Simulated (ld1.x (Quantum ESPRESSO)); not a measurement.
## Pseudopotential generation for Sn: RRKJ, LDA (PZ), scalar-relativistic.

Input for ld1.x (Quantum ESPRESSO) 7.5:

```
&input
   title='Sn', zed=50., rel=1, dft='PZ', iswitch=3,
   config='[Kr] 4d10 5s1 5p3',
   nld=3, rlderiv=2.25, eminld=-4.0, emaxld=5.0, deld=0.02
 /
 &inputp
   pseudotype=2, tm=.false., lloc=-1, rcloc=1.95,
   nlcc=.true.,
   file_pseudopw='Sn.UPF', file_wfcaegen='ae.wfc', file_wfcncgen='nc.wfc', file_beta='beta', file_chi='chi'
 /
3
5S  1  0   1.00   0.00  1.70  1.70  0.0
5P  2  1   3.00   0.00  2.05  2.05  0.0
4D  3  2  10.00   0.00  1.60  1.60  0.0
 &test
   configts(1)='4d10 5s1 5p3'
 /
```

Command:

```bash
ld1.x < Sn.in > Sn.out
```

Resulting log (shortened: banner, matrices, multipoles, cross overlaps and the repeated all-electron block are left out):

```
[... start of the log left out ...]
     s(3S/3S) =  1.000000  <r> =   0.3399  <r2> =    0.1321  r(max) =   0.3090
     s(3P/3P) =  1.000000  <r> =   0.3381  <r2> =    0.1327  r(max) =   0.3013
     s(4S/4S) =  1.000000  <r> =   0.8182  <r2> =    0.7581  r(max) =   0.7412
     s(4P/4P) =  1.000000  <r> =   0.8855  <r2> =    0.8969  r(max) =   0.7890
     s(3D/3D) =  1.000000  <r> =   0.3148  <r2> =    0.1177  r(max) =   0.2498
     s(4D/4D) =  1.000000  <r> =   1.0974  <r2> =    1.4328  r(max) =   0.8829
     s(5S/5S) =  1.000000  <r> =   2.3472  <r2> =    6.2874  r(max) =   1.9897
     s(5P/5P) =  1.000000  <r> =   3.1113  <r2> =   11.2823  r(max) =   2.4917

     ------------------------ End of All-electron run ------------------------

     --------------------- Generating NC pseudopotential ---------------------

      Generating local potential from pseudized AE potential:
      Matching radius rcloc =   1.9500

      Local pseudo, rcloc= 1.941 Estimated cut-off energy=     6.59 Ry

      Computing core charge for nlcc:

       r > 0.65 : true rho core
       r < 0.65 : rho core = a sin(br)/r    a=  26.05  b=   3.29

      Integrated core pseudo-charge :  11.47
     Message from routine compute phi:
     negative determinant

      ld=   0.445439 f2ae -1.442155 faenor  0.216263
           0        1244        1243   100.78373611682032

 %%%%%%%%%%%%%%%%%%%%%%%%%%%%%%%%%%%%%%%%%%%%%%%%%%%%%%%%%%%%%%%%%%%%%%%%%%%%%%
     Error in routine compute_chi (1):
     n is too large
 %%%%%%%%%%%%%%%%%%%%%%%%%%%%%%%%%%%%%%%%%%%%%%%%%%%%%%%%%%%%%%%%%%%%%%%%%%%%%%

     stopping ...
```

The run stopped because the Bessel-function wave could not be built (negative determinant in compute_phi), and the routine for χ then failed on it.

The run took about 0.11 s on one core of a shared server CPU.
